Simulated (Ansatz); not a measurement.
A trace of molecular dynamics of Cl2GaHO (5 atoms, charge 0, multiplicity 1).

Computed with RKS PBE0/def2-SVP in Ansatz.

```
ensemble        : NVT, Langevin thermostat
set temperature : 400 K
friction        : 0.001 /fs
seed            : 249886
```

```tsv
time (fs)	T (K)	potential energy less start (eV)
0	320	0.000
5	300	0.278
10	744	0.690
15	161	3.168
20	148	1.279
25	288	2.023
30	198604	17.898
35	893239	8.901
40	881062	11.386
45	870845	12.580
50	859850	13.382
55	850875	13.983
60	841803	14.208
65	833496	14.316
70	826187	14.374
75	817162	14.406
80	808131	14.416
85	799274	14.405
90	791817	14.380
95	784267	14.345
100	776812	14.312
```

Can this run be trusted? Judge the integration.

The temperature shot up to 900000 K, far beyond the bath's, so the integration failed: the time step of 2.5 fs is too long for the fastest motions that this run met, and the later frames carry no physical meaning.

Run time: 12 min on 1 thread of Arm Neoverse V1, on a shared host, peak memory 0.25 GiB.
